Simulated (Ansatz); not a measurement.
Born–Oppenheimer molecular dynamics of BClFH₅Si (9 atoms, charge 0, multiplicity 1). It starts at the highest image of a converged band. Of that band: Neighbouring images differ by up to 2.5 eV, so the band resolves the path poorly. A vibrational analysis at the climbing image gives one clearly imaginary mode, 1436i cm⁻¹: a first-order saddle point.

Computed with RHF/def2-SVP (Ansatz 0.2.0).

```json
{
  "ensemble": "NVE (velocity Verlet)",
  "time step": "0.5 fs",
  "steps asked": "200",
  "starting velocities drawn for": "300 K",
  "seed": "7592"
}
```

First frame:

```xyz
9
Properties=species:S:1:pos:R:3
B 0.015 -0.233 0.205
H 0.390 0.609 1.157
Cl 1.091 0.135 -1.209
F -1.327 -0.144 0.059
Si 0.496 -2.284 0.798
H -0.037 -2.967 -0.398
H 1.951 -2.505 0.945
H -0.209 -2.750 2.015
H 0.491 -0.393 1.359
```

(1) How far do the bonds stretch over the last three quarters of this one trajectory? (Pairs bonded in most of those frames.)

Answers

(1) 
```
  bond  mean (Å)  spread (Å)  shortest  longest
 B1–H2     1.205       0.036      1.15     1.27
B1–Cl3     1.804       0.086      1.65     1.92
 B1–F4     1.329       0.042      1.26     1.40
Si5–H6     1.479       0.046      1.41     1.56
Si5–H7     1.488       0.037      1.43     1.55
Si5–H8     1.489       0.026      1.45     1.53
Si5–H9     1.492       0.055      1.40     1.58
```

Mean temperature of the second half: 2707 K. The conserved energy stayed within 0.25 meV per atom of its start (net change -0.047 meV per atom), so the integration is sound. The kinetic energy rose, since the run started high on the potential surface and went downhill. It ends in pieces (BClFH + H4Si), so much of that is their flight and rotation, not heat. A run of 0.1 ps of so small a system gives no equilibrium averages. The orbitals stay closed-shell, which can raise the energy where a bond breaks towards radicals; this wasn't checked here.

The run took 3.9 min on 1 thread of Arm Neoverse V2 (shared host), peak memory 0.15 GiB.
